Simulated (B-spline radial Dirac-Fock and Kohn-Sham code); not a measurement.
**Two-hole binding energies of Ce³⁺**

System: Ce³⁺, configuration [Xe] 4f1.

The run's input, task.json:

```json
{"items": [{
  "Z": 58,
  "q": 3,
  "cfg": [[1, 0, 2], [2, 0, 2], [2, 1, 6], [3, 0, 2], [3, 1, 6], [3, 2, 10], [4, 0, 2], [4, 1, 6], [4, 2, 10], [4, 3, 1], [5, 0, 2], [5, 1, 6]],
  "A": 140,
  "rrms": 4.8771,
  "do": ["binding", "quiet", "double"]
}]}
```

Command: `python xray_run.py task.json out`

Level of theory: ΔSCF Dirac-Fock with Breit, self-energy and vacuum polarisation, finite nucleus, configuration average; a radial atomic solver. U is the two-hole binding energy less the two single-hole energies, the effective repulsion of the holes after relaxation. Each two-hole energy is an average over J within one jj subconfiguration.

```
          holes  E(a) (eV)  E(b) (eV)  E(ab) (eV)  U (eV)
           1s⁻²    40476.2    40476.2     81933.6   981.3
   1s⁻¹ 2p3/2⁻¹    40476.2     5759.3     46489.2   253.8
   1s⁻¹ 3p1/2⁻¹    40476.2     1311.4           ?       ?
   1s⁻¹ 3p3/2⁻¹    40476.2     1223.0     41779.8    80.6
   1s⁻¹ 3d3/2⁻¹    40476.2      938.0     41490.5    76.3
           2s⁻²     6590.4     6590.4     13343.6   162.9
   2s⁻¹ 2p1/2⁻¹     6590.4     6200.3     12944.2   153.5
        2p1/2⁻²     6200.3     6200.3     12604.6   203.9
   2s⁻¹ 3p3/2⁻¹     6590.4     1223.0      7882.3    69.0
   2p3/2⁻¹ 3s⁻¹     5759.3     1476.1      7304.5    69.1
2p3/2⁻¹ 3d5/2⁻¹     5759.3      919.6      6752.7    73.9
        3d5/2⁻²      919.6      919.6      1898.5    59.3
        4d5/2⁻²      144.0      144.0       311.0    23.1
        5p3/2⁻²      50.11      50.11       112.9    12.6
```

Q: Give the missing two-hole energy and U.

A: E(ab) = 41875.0 eV and U = 87.4 eV.

Values without a named source are computed, but for edge energies of neutral atoms, which are taken from tables.
